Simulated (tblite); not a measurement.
Species: C4H11GeO (doublet state).
Numbering: `[CH3:1][CH:2][CH2:3][O:4][GeH2:5][CH3:6]` (hydrogens: H7, H8, H9 on C1; H10 on C2; H11, H12 on C3; H13, H14 on Ge5; H15, H16, H17 on C6)

Computed with GFN2-xTB (tblite), gas phase: L-BFGS steps from a force-field or distance-geometry start until the largest atomic force falls under 0.01 eV/Å.

At the end of the run (lengths in Å): C1–C2 1.476, Ge5–H14 1.498, C6–H17 1.088, C3–O4 1.432, Ge5–C6 1.976, O4–Ge5 1.755, C6–H16 1.085, C1–C2–C3 121.8°, C3–O4–Ge5 126.9°, C2–C3–O4 108.5°, O4–Ge5–C6 111.1°, C1–C2–C3–O4 103°, C2–C3–O4–Ge5 172°, C3–O4–Ge5–C6 -55°, H10–C2–C1–H7 -39°, H10–C2–C3–O4 -59°.

Question: These geometries were met on the way; a selection of coordinates is given. Order them by energy above the end point, lowest first.
A. C1–C2 1.453, Ge5–H14 1.502, C6–H17 1.075, C3–O4 1.429, Ge5–C6 1.944, O4–Ge5 1.771, C6–H16 1.080, C1–C2–C3 111.5°, C3–O4–Ge5 115.1°, C2–C3–O4 111.3°, O4–Ge5–C6 109.6°, C1–C2–C3–O4 85°, C2–C3–O4–Ge5 -177°, C3–O4–Ge5–C6 -114°, H10–C2–C1–H7 41°, H10–C2–C3–O4 -136°
B. C1–C2 1.477, Ge5–H14 1.516, C6–H17 1.088, C3–O4 1.443, Ge5–C6 1.982, O4–Ge5 1.785, C6–H16 1.087, C1–C2–C3 120.1°, C3–O4–Ge5 118.2°, C2–C3–O4 113.3°, O4–Ge5–C6 110.2°, C1–C2–C3–O4 76°, C2–C3–O4–Ge5 -171°, C3–O4–Ge5–C6 -112°, H10–C2–C1–H7 14°, H10–C2–C3–O4 -109°
C. C1–C2 1.540, Ge5–H14 1.541, C6–H17 1.122, C3–O4 1.399, Ge5–C6 1.968, O4–Ge5 1.781, C6–H16 1.115, C1–C2–C3 107.0°, C3–O4–Ge5 113.9°, C2–C3–O4 107.5°, O4–Ge5–C6 110.4°, C1–C2–C3–O4 91°, C2–C3–O4–Ge5 180°, C3–O4–Ge5–C6 -113°, H10–C2–C1–H7 51°, H10–C2–C3–O4 -145°
D. C1–C2 1.491, Ge5–H14 1.500, C6–H17 1.091, C3–O4 1.434, Ge5–C6 1.957, O4–Ge5 1.763, C6–H16 1.088, C1–C2–C3 114.6°, C3–O4–Ge5 117.7°, C2–C3–O4 114.9°, O4–Ge5–C6 108.5°, C1–C2–C3–O4 80°, C2–C3–O4–Ge5 -174°, C3–O4–Ge5–C6 -114°, H10–C2–C1–H7 27°, H10–C2–C3–O4 -121°
E. C1–C2 1.480, Ge5–H14 1.511, C6–H17 1.086, C3–O4 1.442, Ge5–C6 1.963, O4–Ge5 1.767, C6–H16 1.085, C1–C2–C3 122.2°, C3–O4–Ge5 123.2°, C2–C3–O4 109.6°, O4–Ge5–C6 110.0°, C1–C2–C3–O4 75°, C2–C3–O4–Ge5 -170°, C3–O4–Ge5–C6 -111°, H10–C2–C1–H7 -1°, H10–C2–C3–O4 -98°

Answer: E (0.097 eV), B (0.163 eV), D (0.270 eV), A (0.494 eV), C (0.872 eV).

```csv
step,E above end (eV),"rms distance from the end, all atoms (Å)",largest force (eV/Å),rms shift of all bonds from the end (Å)
28,0.097,0.765,0.160,0.006
13,0.163,0.791,0.204,0.010
7,0.270,0.804,0.489,0.011
2,0.494,0.808,0.906,0.013
0,0.872,0.815,2.847,0.029
```

Rows stand in the order of the answer.
